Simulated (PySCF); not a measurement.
Species: trans-PdH(PF3)2Cl (singlet state).
Bonds: Pd1–P3, Pd1–Cl7, Pd1–P8, P3–F4, P3–F5, P3–F6, P8–F9, P8–F10, P8–F11. Hydrogens: H2 on Pd1.

Method: PBE0-D3(BJ)/def2-SVP geometry optimisation, gas phase, def2 core potentials past Kr (PySCF); density fitting, grid level 1; the optimiser is geomeTRIC in internal coordinates, started from a GFN2-xTB structure with every atom displaced at random (about 0.03 Å).

At the end of the run (lengths in Å): Pd1–P8 2.225, P3–F4 1.575, Pd1–H2 1.550, P8–F9 1.570, Pd1–P3 2.227, Pd1–Cl7 2.352, P3–F5 1.569, P3–Pd1–P8 178.7°, P3–Pd1–Cl7 89.0°, Cl7–Pd1–P8 92.2°, F4–P3–F5 99.0°, Cl7–Pd1–P3–F4 179°.

Question: These geometries were met on the way; a selection of coordinates is given. Order them by energy above the end point, lowest first.
A. Pd1–P8 2.231, P3–F4 1.578, Pd1–H2 1.552, P8–F9 1.570, Pd1–P3 2.228, Pd1–Cl7 2.358, P3–F5 1.571, P3–Pd1–P8 179.5°, P3–Pd1–Cl7 90.4°, Cl7–Pd1–P8 89.1°, F4–P3–F5 99.0°, Cl7–Pd1–P3–F4 180°
B. Pd1–P8 2.090, P3–F4 1.708, Pd1–H2 1.438, P8–F9 1.652, Pd1–P3 2.265, Pd1–Cl7 2.306, P3–F5 1.530, P3–Pd1–P8 156.4°, P3–Pd1–Cl7 76.0°, Cl7–Pd1–P8 80.4°, F4–P3–F5 96.4°, Cl7–Pd1–P3–F4 -179°
C. Pd1–P8 2.219, P3–F4 1.571, Pd1–H2 1.548, P8–F9 1.564, Pd1–P3 2.246, Pd1–Cl7 2.370, P3–F5 1.571, P3–Pd1–P8 175.8°, P3–Pd1–Cl7 87.5°, Cl7–Pd1–P8 88.3°, F4–P3–F5 99.4°, Cl7–Pd1–P3–F4 -179°
D. Pd1–P8 2.206, P3–F4 1.556, Pd1–H2 1.545, P8–F9 1.558, Pd1–P3 2.267, Pd1–Cl7 2.380, P3–F5 1.570, P3–Pd1–P8 173.4°, P3–Pd1–Cl7 87.0°, Cl7–Pd1–P8 86.3°, F4–P3–F5 99.1°, Cl7–Pd1–P3–F4 -179°
E. Pd1–P8 2.156, P3–F4 1.639, Pd1–H2 1.519, P8–F9 1.610, Pd1–P3 2.278, Pd1–Cl7 2.366, P3–F5 1.552, P3–Pd1–P8 163.1°, P3–Pd1–Cl7 78.5°, Cl7–Pd1–P8 84.6°, F4–P3–F5 97.6°, Cl7–Pd1–P3–F4 -179°

Answer: A (0.004 eV), C (0.018 eV), D (0.056 eV), E (0.298 eV), B (1.123 eV).

```tsv
step	E above end (eV)	rms distance from the end, all atoms (Å)	largest force (eV/Å)	rms shift of all bonds from the end (Å)
4	0.004	0.046	0.128	0.003
3	0.018	0.093	0.329	0.009
2	0.056	0.131	0.934	0.018
1	0.298	0.253	2.605	0.038
0	1.123	0.338	5.339	0.078
```

Rows stand in the order of the answer.
